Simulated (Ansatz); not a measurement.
A geometry relaxed with PBE0-D4/def2-SVP run with Ansatz (a first-principles code), charge 0, multiplicity 1:

```xyz
21

C      2.1459     1.1395    -0.3329
C      2.9366     0.0168    -0.2679
H      2.9846    -2.1398    -0.0098
C     -1.2821    -0.3338     0.1567
H     -3.6183    -1.7095     0.5355
C      2.3510    -1.2513    -0.0606
Si    -2.1534    -1.9786     0.4356
H     -1.6854    -2.6359     1.6947
Cl    -2.4584     3.4772    -0.2005
C     -0.0845     2.1973    -0.2597
C      0.1389    -0.2366     0.0162
H      0.5492    -2.3603     0.2374
H      0.3665     3.1783    -0.4199
C      0.9874    -1.3713     0.0775
C      0.7376     1.0447    -0.1939
C     -2.0479     0.8140     0.0864
H     -1.9015    -2.9264    -0.6933
H      4.0203     0.1027    -0.3764
C     -1.4443     2.0753    -0.1217
H      2.5924     2.1242    -0.4931
H     -3.1346     0.7736     0.1896
```

Q: Write the SMILES of this molecule.

A: `[SiH3]c1cc(Cl)cc2ccccc12`
